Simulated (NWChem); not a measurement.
System: BaH4O2F2; SMILES [OH2]->[Ba](<-[OH2])([F])[F]

Output (shortened):

```
             Northwest Computational Chemistry Package (NWChem) 7.3.0
             --------------------------------------------------------

 CS  symmetry detected

                             Geometry "geometry" -> ""
                             -------------------------

 Output coordinates in angstroms (scale by  1.889725989 to convert to a.u.)

  No.       Tag          Charge          X              Y              Z
 ---- ---------------- ---------- -------------- -------------- --------------
    1 Ba                  56.0000    -0.57182306    -0.00277720     0.00000000
    2 F                    9.0000     0.89639815     1.51627525     0.00000000
    3 F                    9.0000     0.91227791    -1.50718633     0.00000000
    4 O                    8.0000     0.68425674     0.00338845    -2.28983852
    5 H                    1.0000     1.19571895     0.76124686    -1.97242594
    6 H                    1.0000     1.20223052    -0.75149291    -1.97242473
    7 O                    8.0000     0.68425674     0.00338845     2.28983852
    8 H                    1.0000     1.20223052    -0.75149291     1.97242473
    9 H                    1.0000     1.19571895     0.76124686     1.97242594

 Effective nuclear repulsion energy (a.u.)     591.7628812266

      Symmetry information
      --------------------

 Group name             Cs
 Group number              2
 Group order               2
 No. of unique centers     6

                                Z-matrix (autoz)
                                --------

 Units are Angstrom for bonds and degrees for angles

[...]

      ----------------------
      Optimization converged
      ----------------------

  Step       Energy      Delta E   Gmax     Grms     Xrms     Xmax
  ---- ---------------- -------- -------- -------- -------- --------
@   14    -377.56592705 -1.4D-06  0.00011  0.00003  0.00036  0.00093
                                     ok       ok       ok       ok

                                Z-matrix (autoz)
                                --------

 Units are Angstrom for bonds and degrees for angles

[...]
```

Level: PBE0/def2-SVP with def2 effective core potentials on Ba. Not confirmed as a minimum by frequencies. def2 effective core potentials on Ba; no spin-orbit coupling.

**Question.** Reconstruct the input file.

**Answer.** One answer among several that fit: the input that was run:
```
start job
memory heap 200 mb stack 900 mb global 1100 mb
geometry units angstroms
  Ba    -0.292677    -0.315336    -0.233137
  F      1.671316     0.391503    -0.559180
  F     -0.489724     0.880375     1.498120
  O     -0.368603     2.205437    -0.911844
  H      0.594647     2.177667    -1.004450
  H     -0.489185     2.421732     0.025852
  O      1.286678    -1.217211     1.641383
  H      0.939725    -0.526052     2.223723
  H      2.020081    -0.769335     1.196726
end
basis spherical
  * library def2-svp
end
ecp
  Ba library def2-ecp
end
dft
  xc pbe0
  iterations 150
end
driver
  maxiter 120
end
task dft optimize
```
